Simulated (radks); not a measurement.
Problem. The table gives one normalised radial function P(r) = r R(r) of Tb63+ in [He] (r in bohr). Calculated with a radial shooting solver on a logarithmic mesh with Libxc functionals: non-relativistic Kohn-Sham, r2SCAN, spin-polarised, spherical densities, point nucleus; meta-GGA in the generalised Kohn-Sham scheme; relativity is left out, which matters for an element this heavy.

r	P
0.0007715	0.7653
0.0008982	0.8836
0.001046	1.0189
0.001217	1.1729
0.001417	1.3479
0.00165	1.5456
0.001921	1.7679
0.002218	2.0027
0.002582	2.2769
0.003006	2.5787
0.0035	2.9074
0.004074	3.2607
0.004743	3.6346
0.005521	4.0226
0.006428	4.4154
0.007483	4.8000
0.008711	5.1599
0.01014	5.4749
0.01181	5.7215
0.01363	5.8694
0.01587	5.9108
0.01848	5.8131
0.02151	5.5615
0.02504	5.1528
0.02916	4.5993
0.03394	3.9308
0.03951	3.1939
0.046	2.4469
0.05355	1.7506
0.06234	1.1565
0.07258	0.6964
0.08449	0.3764

Which n and l does it have? It may be an empty orbital.

Solution. n = 1, l = 0: the number of nodes gives n - l - 1 = 0, the rise at small r (about r^(l+1)) gives l, and the extent must fit the shell. The curve is that of 1s. 1s: eigenvalue -56020 eV, 0 radial nodes, <r> = 0.0232 bohr, 90 % of the charge inside 0.0412 bohr.
